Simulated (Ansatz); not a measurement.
Ansatz (a quantum-chemistry and plane-wave program) input (B3LYP-D3(BJ)/def2-TZVP):

Ansatz 0.2 input:
```yaml
crystal:
  periodic: [false, false, false]
  atoms:
    - {symbol: Si, position_ang: [-0.17310795, 0.12797400, 0.97213522]}
    - {symbol: N, position_ang: [-0.41687364, 1.45167980, -0.26031819]}
    - {symbol: N, position_ang: [-0.92787501, -1.32372431, 0.21349438]}
    - {symbol: N, position_ang: [1.53904386, -0.29381214, 0.66352448]}
    - {symbol: H, position_ang: [-1.38051573, 1.76742188, -0.31140993]}
    - {symbol: H, position_ang: [-0.13447568, 1.21586544, -1.21737357]}
    - {symbol: H, position_ang: [-0.55450855, -1.58852073, -0.70215652]}
    - {symbol: H, position_ang: [-1.93172010, -1.21565455, 0.10486774]}
    - {symbol: H, position_ang: [2.15021732, 0.46404126, 0.94561034]}
    - {symbol: H, position_ang: [1.76461420, -0.50574043, -0.31197481]}
basis:
  gaussian:
    orbitals: def2-TZVP
hamiltonian:
  xc: b3lyp
  dispersion: d3bj
total_charge: -1
relax: {f_tol: 0.002, max_steps: 150}
```

Output:

```
Functional definition: B3LYP
integrals: 0.07 GiB planned
990 factors; their error is unknown
0.23 GiB of the device are held for the grids
0.86 GiB of device memory are held for the factors and their scratch space
mean field: 0.62 GiB planned
mean field evaluation 1: about -12439.4503 eV, gradient 7.4e1 eV
mean field evaluation 2: about -12419.8361 eV, gradient 1.2e2 eV
mean field evaluation 4: about -12449.8671 eV, gradient 3.5e0 eV
mean field evaluation 8: about -12449.9004 eV, gradient 8.3e-2 eV
mean field evaluation 16: about -12449.9232 eV, gradient 5.8e-5 eV
mean field -12449.92316025 eV, -457.5262372783 hartree, gradient 5.8e-5 eV, S^2 0.000000; 0 other end points of the search recorded, 0 dependent functions left out
the calculation of the forces begins
reference -12449.92341737 eV, -457.5262467272 hartree; 21, 21 occupied and 145, 145 virtual orbitals, 990 factors
relax step   1: F+E_penalty+E_count = -12450.28899555 eV  Δ(F+E_penalty+E_count) = +0.000e0 eV  max|allowed force component| = 5.222e-1 eV/Å  Δτ_max = 0.0000 Å  (28 SCF iters, accepted)
these checks for a lower state are left out or cut short: starts, cluster_reference, orbital_swaps, neighbouring_geometries, increment
integrals: 0.07 GiB planned
990 factors; their error is unknown
0.24 GiB of the device are held for the grids
0.86 GiB of device memory are held for the factors and their scratch space
mean field: 0.62 GiB planned
mean field -12449.94680811 eV, -457.5271063209 hartree, gradient 1.2e-5 eV, S^2 0.000000; 0 other end points of the search recorded, 0 dependent functions left out
the calculation of the forces begins
reference -12449.94706751 eV, -457.5271158537 hartree; 21, 21 occupied and 145, 145 virtual orbitals, 990 factors
relax step   2: F+E_penalty+E_count = -12450.31368954 eV  Δ(F+E_penalty+E_count) = -2.469e-2 eV  max|allowed force component| = 3.849e-1 eV/Å  Δτ_max = 0.0938 Å  (31 SCF iters, accepted)
these checks for a lower state are left out or cut short: starts, cluster_reference, orbital_swaps, neighbouring_geometries, increment
integrals: 0.07 GiB planned
990 factors; their error is unknown
0.23 GiB of the device are held for the grids
0.86 GiB of device memory are held for the factors and their scratch space
mean field: 0.62 GiB planned
mean field -12449.95805376 eV, -457.5275195909 hartree, gradient 1.7e-5 eV, S^2 0.000000; 0 other end points of the search recorded, 0 dependent functions left out
the calculation of the forces begins
reference -12449.95831529 eV, -457.5275292022 hartree; 21, 21 occupied and 145, 145 virtual orbitals, 990 factors
relax step   3: F+E_penalty+E_count = -12450.32269605 eV  Δ(F+E_penalty+E_count) = -9.007e-3 eV  max|allowed force component| = 1.168e-1 eV/Å  Δτ_max = 0.0390 Å  (32 SCF iters, accepted)
these checks for a lower state are left out or cut short: starts, cluster_reference, orbital_swaps, neighbouring_geometries, increment
integrals: 0.07 GiB planned
990 factors; their error is unknown
0.23 GiB of the device are held for the grids
0.86 GiB of device memory are held for the factors and their scratch space
mean field: 0.62 GiB planned
mean field evaluation 32: about -12449.9239 eV, gradient 1.7e0 eV
mean field -12449.95989213 eV, -457.5275871499 hartree, gradient 1.7e-5 eV, S^2 0.000000; 0 other end points of the search recorded, 0 dependent functions left out
the calculation of the forces begins
reference -12449.96015375 eV, -457.5275967644 hartree; 21, 21 occupied and 145, 145 virtual orbitals, 990 factors
relax step   4: F+E_penalty+E_count = -12450.32491590 eV  Δ(F+E_penalty+E_count) = -2.220e-3 eV  max|allowed force component| = 5.420e-2 eV/Å  Δτ_max = 0.0302 Å  (31 SCF iters, accepted)
these checks for a lower state are left out or cut short: starts, cluster_reference, orbital_swaps, neighbouring_geometries, increment
integrals: 0.07 GiB planned
990 factors; their error is unknown
[...]
these checks for a lower state are left out or cut short: starts, cluster_reference, orbital_swaps, neighbouring_geometries, increment
integrals: 0.07 GiB planned
990 factors; their error is unknown
0.23 GiB of the device are held for the grids
0.86 GiB of device memory are held for the factors and their scratch space
mean field: 0.62 GiB planned
mean field evaluation 128: about -12449.9667 eV, gradient 1.7e-5 eV
mean field -12449.96668613 eV, -457.5278368249 hartree, gradient 1.7e-5 eV, S^2 0.000000; 0 other end points of the search recorded, 0 dependent functions left out
the calculation of the forces begins
reference -12449.96694758 eV, -457.5278464327 hartree; 21, 21 occupied and 145, 145 virtual orbitals, 990 factors
relax step  17: F+E_penalty+E_count = -12450.33227724 eV  Δ(F+E_penalty+E_count) = -1.288e-4 eV  max|allowed force component| = 6.178e-2 eV/Å  Δτ_max = 0.0534 Å  (31 SCF iters, accepted)
these checks for a lower state are left out or cut short: starts, cluster_reference, orbital_swaps, neighbouring_geometries, increment
integrals: 0.07 GiB planned
990 factors; their error is unknown
0.23 GiB of the device are held for the grids
0.86 GiB of device memory are held for the factors and their scratch space
mean field: 0.62 GiB planned
mean field -12449.96658498 eV, -457.5278331074 hartree, gradient 1.6e-5 eV, S^2 0.000000; 0 other end points of the search recorded, 0 dependent functions left out
the calculation of the forces begins
reference -12449.96684628 eV, -457.5278427101 hartree; 21, 21 occupied and 145, 145 virtual orbitals, 990 factors
relax step  18: F+E_penalty+E_count = -12450.33239667 eV  Δ(F+E_penalty+E_count) = -1.194e-4 eV  max|allowed force component| = 2.848e-2 eV/Å  Δτ_max = 0.0089 Å  (33 SCF iters, accepted)
these checks for a lower state are left out or cut short: starts, cluster_reference, orbital_swaps, neighbouring_geometries, increment
integrals: 0.07 GiB planned
990 factors; their error is unknown
0.23 GiB of the device are held for the grids
0.86 GiB of device memory are held for the factors and their scratch space
mean field: 0.62 GiB planned
mean field -12449.96668602 eV, -457.5278368208 hartree, gradient 1.6e-5 eV, S^2 0.000000; 0 other end points of the search recorded, 0 dependent functions left out
the calculation of the forces begins
reference -12449.96694730 eV, -457.5278464227 hartree; 21, 21 occupied and 145, 145 virtual orbitals, 990 factors
relax step  19: F+E_penalty+E_count = -12450.33246414 eV  Δ(F+E_penalty+E_count) = -6.747e-5 eV  max|allowed force component| = 1.306e-2 eV/Å  Δτ_max = 0.0129 Å  (32 SCF iters, accepted)
these checks for a lower state are left out or cut short: starts, cluster_reference, orbital_swaps, neighbouring_geometries, increment
integrals: 0.07 GiB planned
990 factors; their error is unknown
0.23 GiB of the device are held for the grids
0.86 GiB of device memory are held for the factors and their scratch space
mean field: 0.62 GiB planned
mean field -12449.96680723 eV, -457.5278412751 hartree, gradient 1.6e-5 eV, S^2 0.000000; 0 other end points of the search recorded, 0 dependent functions left out
the calculation of the forces begins
reference -12449.96706849 eV, -457.5278508764 hartree; 21, 21 occupied and 145, 145 virtual orbitals, 990 factors
relax step  20: F+E_penalty+E_count = -12450.33252129 eV  Δ(F+E_penalty+E_count) = -5.715e-5 eV  max|allowed force component| = 1.669e-2 eV/Å  Δτ_max = 0.0286 Å  (31 SCF iters, accepted)
these checks for a lower state are left out or cut short: starts, cluster_reference, orbital_swaps, neighbouring_geometries, increment
integrals: 0.07 GiB planned
990 factors; their error is unknown
0.23 GiB of the device are held for the grids
0.86 GiB of device memory are held for the factors and their scratch space
mean field: 0.62 GiB planned
mean field -12449.96681684 eV, -457.5278416284 hartree, gradient 1.6e-5 eV, S^2 0.000000; 0 other end points of the search recorded, 0 dependent functions left out
the calculation of the forces begins
reference -12449.96707810 eV, -457.5278512295 hartree; 21, 21 occupied and 145, 145 virtual orbitals, 990 factors
relax step  21: F+E_penalty+E_count = -12450.33253925 eV  Δ(F+E_penalty+E_count) = -1.796e-5 eV  max|allowed force component| = 8.137e-3 eV/Å  Δτ_max = 0.0095 Å  (33 SCF iters, accepted)
these checks for a lower state are left out or cut short: starts, cluster_reference, orbital_swaps, neighbouring_geometries, increment
integrals: 0.07 GiB planned
990 factors; their error is unknown
0.23 GiB of the device are held for the grids
0.86 GiB of device memory are held for the factors and their scratch space
mean field: 0.62 GiB planned
mean field evaluation 160: about -12449.9667 eV, gradient 3.4e-1 eV
mean field -12449.96682282 eV, -457.5278418480 hartree, gradient 1.6e-5 eV, S^2 0.000000; 0 other end points of the search recorded, 0 dependent functions left out
the calculation of the forces begins
reference -12449.96708410 eV, -457.5278514497 hartree; 21, 21 occupied and 145, 145 virtual orbitals, 990 factors
relax step  22: F+E_penalty+E_count = -12450.33254691 eV  Δ(F+E_penalty+E_count) = -7.658e-6 eV  max|allowed force component| = 5.448e-3 eV/Å  Δτ_max = 0.0113 Å  (33 SCF iters, accepted)
these checks for a lower state are left out or cut short: starts, cluster_reference, orbital_swaps, neighbouring_geometries, increment
integrals: 0.07 GiB planned
990 factors; their error is unknown
0.23 GiB of the device are held for the grids
0.86 GiB of device memory are held for the factors and their scratch space
mean field: 0.62 GiB planned
mean field -12449.96683970 eV, -457.5278424684 hartree, gradient 1.6e-5 eV, S^2 0.000000; 0 other end points of the search recorded, 0 dependent functions left out
the calculation of the forces begins
reference -12449.96710099 eV, -457.5278520706 hartree; 21, 21 occupied and 145, 145 virtual orbitals, 990 factors
relax step  23: F+E_penalty+E_count = -12450.33255170 eV  Δ(F+E_penalty+E_count) = -4.792e-6 eV  max|allowed force component| = 2.168e-3 eV/Å  Δτ_max = 0.0066 Å  (33 SCF iters, accepted)
these checks for a lower state are left out or cut short: starts, cluster_reference, orbital_swaps, neighbouring_geometries, increment
integrals: 0.07 GiB planned
990 factors; their error is unknown
0.23 GiB of the device are held for the grids
0.86 GiB of device memory are held for the factors and their scratch space
mean field: 0.62 GiB planned
mean field -12449.96684312 eV, -457.5278425940 hartree, gradient 1.6e-5 eV, S^2 0.000000; 0 other end points of the search recorded, 0 dependent functions left out
the calculation of the forces begins
reference -12449.96710443 eV, -457.5278521972 hartree; 21, 21 occupied and 145, 145 virtual orbitals, 990 factors
relax step  24: F+E_penalty+E_count = -12450.33255334 eV  Δ(F+E_penalty+E_count) = -1.637e-6 eV  max|allowed force component| = 1.741e-3 eV/Å  Δτ_max = 0.0050 Å  (33 SCF iters, accepted)
these checks for a lower state are left out or cut short: starts, cluster_reference, orbital_swaps, neighbouring_geometries, increment
integrals: 0.07 GiB planned
990 factors; their error is unknown
0.23 GiB of the device are held for the grids
0.86 GiB of device memory are held for the factors and their scratch space
mean field: 0.62 GiB planned
mean field -12449.96685863 eV, -457.5278431640 hartree, gradient 1.6e-5 eV, S^2 0.000000; 0 other end points of the search recorded, 0 dependent functions left out
the calculation of the forces begins
reference -12449.96711995 eV, -457.5278527674 hartree; 21, 21 occupied and 145, 145 virtual orbitals, 990 factors
relax step  25: F+E_penalty+E_count = -12450.33255361 eV  Δ(F+E_penalty+E_count) = -2.733e-7 eV  max|allowed force component| = 8.752e-4 eV/Å  Δτ_max = 0.0021 Å  (33 SCF iters, accepted)
integrals: 0.07 GiB planned
990 factors; their error is unknown
0.23 GiB of the device are held for the grids
0.86 GiB of device memory are held for the factors and their scratch space
mean field: 0.62 GiB planned
mean field evaluation 192: about -12449.9669 eV, gradient 1.6e-5 eV
mean field -12449.96685863 eV, -457.5278431640 hartree, gradient 1.6e-5 eV, S^2 0.000000; 1 other end points of the search recorded, 0 dependent functions left out
the calculation of the forces begins
reference -12449.96711995 eV, -457.5278527674 hartree; 21, 21 occupied and 145, 145 virtual orbitals, 990 factors
Total energy: -12450.33281493 eV, -457.5412918101 hartree
Atom 0 at    -0.260679     0.143333     0.991723 Å, force     0.000134     0.000477     0.000875 eV/Å
Atom 1 at    -0.380264     1.506612    -0.232002 Å, force    -0.000286    -0.000128     0.000152 eV/Å
Atom 2 at    -0.829635    -1.362226     0.121246 Å, force     0.000693     0.000313     0.000221 eV/Å
Atom 3 at     1.512980    -0.221324     0.763177 Å, force    -0.000715    -0.000371     0.000011 eV/Å
Atom 4 at    -1.305329     1.924351    -0.267746 Å, force     0.000062    -0.000194    -0.000094 eV/Å
Atom 5 at    -0.118119     1.248808    -1.186898 Å, force     0.000141     0.000053    -0.000396 eV/Å
Atom 6 at    -0.596800    -1.381254    -0.874615 Å, force     0.000124     0.000026    -0.000538 eV/Å
Atom 7 at    -1.832435    -1.489841     0.195857 Å, force    -0.000055     0.000123     0.000111 eV/Å
Atom 8 at     2.048463     0.618968     0.569991 Å, force    -0.000257     0.000308     0.000104 eV/Å
Atom 9 at     1.696616    -0.887896     0.015667 Å, force     0.000158    -0.000609    -0.000447 eV/Å
Dipole moment:    -0.061625    -0.008416    -0.888343 e Å
```

It need not be the lowest isomer of its formula. Whether it binds its extra electron was not tested at this geometry.
